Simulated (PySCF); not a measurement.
Compound: C9H12O2.
Geometry (PBE0-D3(BJ)/def2-SVP, Å), atoms numbered from 1 in this order:
```
atom  x, y, z in Å
O1     3.225    0.195    1.406
C2     3.395   -0.439    0.404
O3     2.446   -0.826   -0.442
C4     1.097   -0.458   -0.110
C5     0.222   -1.439   -0.832
C6    -1.090   -1.619   -0.660
C7    -1.997   -0.890    0.292
C8    -2.234    0.599   -0.065
C9    -1.343    1.550    0.685
C10   -0.031    1.727    0.499
C11    0.827    1.013   -0.505
H12    4.379   -0.799    0.039
H13    0.985   -0.544    0.984
H14    0.746   -2.031   -1.589
H15   -1.568   -2.364   -1.306
H16   -2.965   -1.412    0.315
H17   -1.594   -0.946    1.319
H18   -3.281    0.854    0.153
H19   -2.107    0.729   -1.154
H20   -1.817    2.126    1.488
H21    0.489    2.425    1.164
H22    1.795    1.528   -0.579
H23    0.373    1.035   -1.509
```

Method: PBE0-D3(BJ)/def2-SVP geometry optimisation, gas phase in PySCF 2.14.0.

Take the most abundant isotopes and a rigid rotor. The values belong to one conformer with, in the numbering `[O:1]=[CH:2][O:3][C@@H:4]1/[CH:5]=[CH:6]\[CH2:7][CH2:8]/[CH:9]=[CH:10]\[CH2:11]1`, O1–C2–O3–C4 -1°, C2–O3–C4–C5 -157°, O3–C4–C5–C6 169°, C5–C6–C7–C8 69°, C6–C7–C8–C9 -97°, C7–C8–C9–C10 72°.

Problem. What are A, B and C (MHz)?

Solution. Ia = 262.26, Ib = 644.05, Ic = 811.04 u·Å²; 505379 MHz·u·Å²/I gives A = 1927, B = 784.7, C = 623.1 MHz.

Problem. What kind of rotor is it?

Solution. An asymmetric top; Ray's κ = -0.752.

Problem. What does the inertial defect say?

Solution. Not planar: Δ = Ic − Ia − Ib = -95.27 u·Å². For a rigid frame Δ = −2 Σ m c², so Σ m c² = 47.63 u·Å² lies off the ab plane: 12.94 from hydrogen and 34.69 from heavier atoms. The atom farthest from that plane is 1.86 Å away.

Problem. Give the other two planar moments, Paa and Pbb, and the rms extents of the mass along the axes.

Solution. Paa = Σ m a² = (Ib + Ic − Ia)/2 = 596.41 and Pbb = Σ m b² = (Ia + Ic − Ib)/2 = 214.62 u·Å². With the mass M = 152.08 u, the rms extents √(P/M) along a, b and c are 1.98, 1.19, 0.56 Å.

Problem. Which types of transition are allowed, and where do some lines up to J = 5 fall?

Solution. The dipole components are |μa| = 1.36 D, |μb| = 1.10 D, |μc| = 0.85 D. Intensities carry the squares of the components, which stand as 1.00 : 0.66 : 0.39 (a : b : c). Some lines, for components of 0.1 D or more:

```tsv
type	branch	J(Ka,Kc)	MHz	lower level (cm⁻¹)
a	R	1(0,1) ← 0(0,0)	1408	0.000
a	R	2(1,2) ← 1(1,1)	2654	0.085
c	Q	2(2,1) ← 2(1,1)	3427	0.190
b	R	5(1,4) ← 4(2,3)	4468	0.632
b	R	4(0,4) ← 3(1,3)	4673	0.306
a	R	4(2,3) ← 3(2,2)	5619	0.445
b	Q	3(3,1) ← 3(2,2)	6125	0.445
b	R	5(0,5) ← 4(1,4)	6152	0.482
c	Q	5(4,2) ← 5(3,2)	8499	1.075
c	R	4(3,2) ← 3(2,2)	11786	0.445
c	R	5(3,3) ← 4(2,3)	13251	0.632
```

Problem. Estimate the classical rotational partition function at 50 K, 100 K and 500 K.

Solution. Point group C1, symmetry number σ = 1; q = (√π/σ)·√((kT/h)³/(ABC)), k/h = 20836.6 MHz/K: 61400 at 50 K, 174000 at 100 K, 1940000 at 500 K.

Not checked by PBE0-D3(BJ)/def2-SVP frequencies. Constants of a rigid frame at the computed geometry: no zero-point averaging, no centrifugal distortion.

The run took 13 min wall on an Arm Neoverse V1 with one thread (shared host), and the process peaked at 0.93 GiB of memory. These figures are those of the optimisation.
